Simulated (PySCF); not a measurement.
Numbering as in the mapped SMILES `[SH:1][CH2:2][n:3]1[cH:4][cH:5][cH:6][cH:7]1`. Each H is labelled by its parent atom.

Geometry: GFN2-xTB; GIAO absolute shieldings from PySCF 2.14, gas phase, non-relativistic, averaged over equivalent atoms.

At PBE0/ANO-RCC-VDZP (137 basis functions, 24 s wall time on 1 thread of an AMD EPYC 7R13, shared host):
```
      atoms  σ (ppm)
         S1    557.4
      C4/C7     72.5
      C5/C6     80.0
         C2    140.7
         N3     80.9
H(C4)/H(C7)    24.93
H(C5)/H(C6)    25.16
      H(C2)    26.66
      H(S1)    29.40
```

Question: What do these become at PBE0/aug-pcSseg-1?

Answer: 
```csv
atoms,σ at PBE0/aug-pcSseg-1,change
S1,504.8,-52.6
C4/C7,62.5,-10.0
C5/C6,69.4,-10.6
C2,135.9,-4.8
N3,72.1,-8.8
H(C4)/H(C7),24.83,-0.10
H(C5)/H(C6),25.25,+0.09
H(C2),26.41,-0.25
H(S1),29.14,-0.26
```

The largest change is at S1 (thiol sulfur). Cost: 252 basis functions, 31 s wall time on 1 thread of an AMD EPYC 7R13, shared host. The order of the carbon signals is the same at both levels.
